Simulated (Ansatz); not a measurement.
A further run on (AgBr)2 ring (Ag2Br2).

```yaml
crystal:
  periodic: [false, false, false]
  atoms:
    - {symbol: Ag, position_ang: [-0.245317, 0.639592, -1.192371]}
    - {symbol: Br, position_ang: [2.014403, 0.941483, 0.089025]}
    - {symbol: Ag, position_ang: [0.245148, -0.639195, 1.192716]}
    - {symbol: Br, position_ang: [-2.014245, -0.941880, -0.089380]}
basis:
  gaussian: {orbitals: def2-TZVPD}
hamiltonian: {xc: {name: PBE0}}
scf: {omitted_lower_state_checks: [starts]}
output: {forces: true}
```

```sh
$ ansatz run in.yaml --threads 4 --pin off --events-out ev --progress --plain --max-ram 3916MiB
```

Shortened log:

```
Functional definition: PBE0
1716 factors; their error is unknown
mean field evaluation 1: about -148076.7964 eV, gradient 4.0e1 eV
mean field evaluation 2: about -148073.7712 eV, gradient 6.4e1 eV
mean field evaluation 4: about -148079.1239 eV, gradient 2.1e0 eV
mean field evaluation 8: about -148079.8128 eV, gradient 1.1e-1 eV
mean field evaluation 16: about -148079.8128 eV, gradient 1.4e-5 eV
mean field -148079.81281886 eV, -5441.8327489910 hartree, gradient 1.4e-5 eV, S^2 0.000000; 0 other end points of the search recorded, 0 dependent functions left out
reference -148079.81286752 eV, -5441.8327507791 hartree; 54, 54 occupied and 140, 140 virtual orbitals, 1716 factors
Total energy: -148079.81286752 eV, -5441.8327507791 hartree
Atom 0 at    -0.245317     0.639592    -1.192371 Å, force    -0.016937     0.035572    -0.069379 eV/Å
Atom 1 at     2.014403     0.941483     0.089025 Å, force    -0.101164    -0.048135    -0.002687 eV/Å
Atom 2 at     0.245148    -0.639195     1.192716 Å, force     0.016697    -0.035968     0.068864 eV/Å
Atom 3 at    -2.014245    -0.941880    -0.089380 Å, force     0.101404     0.048531     0.003202 eV/Å
Dipole moment:    -0.000070     0.000258     0.000287 e Å
Checks for a lower state left out: starts
```

It took 5.5 s on 4 threads of Arm Neoverse V2 on a shared host, peak host memory 0.79 GiB.

In the def2 sets Ag takes a core potential; there is no spin–orbit coupling.
